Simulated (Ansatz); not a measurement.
**HInO2P−: where a starting geometry ends**

The starting geometry of this gas-phase singlet was optimised with GFN2-xTB.

```xyz
5

In   -3.9909    1.5024    1.3915
O    -2.0277    2.9155    1.8041
O    -2.0045    1.3170   -0.0370
P    -1.3219    1.6675    1.2817
H    -2.5486    0.1660    2.5688
```

Task: Predict what it relaxes into with PBE0-D3(BJ)/def2-SVPD.

Result: A new bond forms, giving a structure given below by its coordinates. Distances that change by over a tenth: In1–O2 (2.45 → 2.20 Å), In1–O3 (2.45 → 2.20 Å). Contacts that close: P4–H5 (2.33 → 1.48 Å).

The energy falls by 0.91 eV over 17 steps:

```
step  E − E(last) (eV)
   1             0.909
   3             0.613
   5             0.530
   6             0.476
   8             0.308
  10             0.137
  12             0.013
  13             0.006
  15             0.000
  17             0.000
```

Final geometry (Å):

```tsv
atom	x (Å)	y (Å)	z (Å)
In	-4.1467	2.1762	0.8047
O	-2.4467	2.5544	2.1470
O	-2.4231	0.9217	0.2658
P	-1.4127	1.5156	1.4122
H	-1.4644	0.4005	2.3795
```

The end wasn't checked by frequencies. Atoms past krypton carry core potentials, without spin–orbit terms. Run with Ansatz 0.2.0, 59 s on 2 threads of Intel(R) Xeon(R) Platinum 8259CL CPU @ 2.50GHz (Skylake/Cascade Lake), with other jobs on the host.
